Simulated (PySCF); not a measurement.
Excitations are Tamm–Dancoff values on a coarser integration grid. The basis has no diffuse functions, so Rydberg states are missing or too high.

## H7FSSi3, SMILES `[SiH3][Si@@H]([SiH2]S)F` (Si–Si–Si–S torsion -44°, Si–Si–S–H torsion -173°) (charge 0, multiplicity 1)

All values below come from PBE-D3(BJ)/def2-TZVP (PySCF 2.14.0).

* **HOMO**: -6.41 eV
* **dipole moment**: 1.08 D
* **HOMO–LUMO gap**: 4.26 eV
* **LUMO**: -2.15 eV
* **S1 excitation (TDA)**: 4.34 eV
* **S1 oscillator strength**: 0.002
* **T1 excitation (TDA)**: 4.14 eV
* **S1–T1 gap (TDA)**: 0.19 eV
* **total energy**: -1370.1714 Ha
* **cost**: very roughly 7 core-minutes

```xyz
12

F      0.3728    -2.5048    -0.4727
Si     0.3413    -1.0577     0.2830
Si     1.8350     0.4299    -0.7611
Si    -1.8593    -0.2195     0.2204
S     -1.6076     1.8554     0.7662
H      0.7558    -1.2878     1.7051
H      3.2222    -0.1308    -0.7774
H      1.8296     1.7070     0.0192
H      1.3986     0.7101    -2.1634
H     -2.4363    -0.3632    -1.1542
H     -2.7698    -0.9160     1.1839
H     -2.9347     2.1182     0.8447
```
Charge 0, spin multiplicity 1.
